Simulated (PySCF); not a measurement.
Compound: 4-fluorostyrene, C₈H₇F.
SMILES with atom numbers: `[CH2:1]=[CH:2][c:3]1[cH:4][cH:5][c:6]([F:7])[cH:8][cH:9]1` (hydrogens: H10, H11 on C1; H12 on C2; H13 on C4; H14 on C5; H15 on C8; H16 on C9)

Torsions of this conformer, `[CH2:1]=[CH:2][c:3]1[cH:4][cH:5][c:6]([F:7])[cH:8][cH:9]1`: C1–C2–C3–C4 180°.

The closed-shell ground state was solved at several levels (PySCF, density fitting, gas phase, non-relativistic). The structure is a single GFN2-xTB conformer in the gas phase; no vibrational or solvent corrections.

| level | basis functions | HOMO (eV) | LUMO (eV) | gap (eV) | dipole (D) |
| --- | --- | --- | --- | --- | --- |
| PBE0/pcSseg-1 | 188 | -6.64 | -1.14 | 5.50 | 1.37 |
| PBE0/def2-SVPD | 239 | -6.65 | -1.20 | 5.45 | 1.42 |

(1) What might CAM-B3LYP/def2-SVPD (239 basis functions) give for the same quantities?

(2) Over all these levels, which gives the widest orbital gap and which the narrowest?

(3) How far do the dipole and the HOMO energy spread over the levels?

Answers

(1) HOMO -7.81 eV, LUMO -0.14 eV, gap 7.67 eV, dipole 1.52 D.

(2) CAM-B3LYP/def2-SVPD (range-separated hybrid) has the widest, 7.67 eV, and PBE0/def2-SVPD (global hybrid, 25 % exact exchange) the narrowest, 5.45 eV. The two share the basis. From the narrowest to the widest the HOMO moves by -1.16 eV and the LUMO by +1.06 eV.

(3) The dipole runs from 1.37 to 1.52 D (mean 1.44 D) and the HOMO from -7.81 to -6.64 eV.
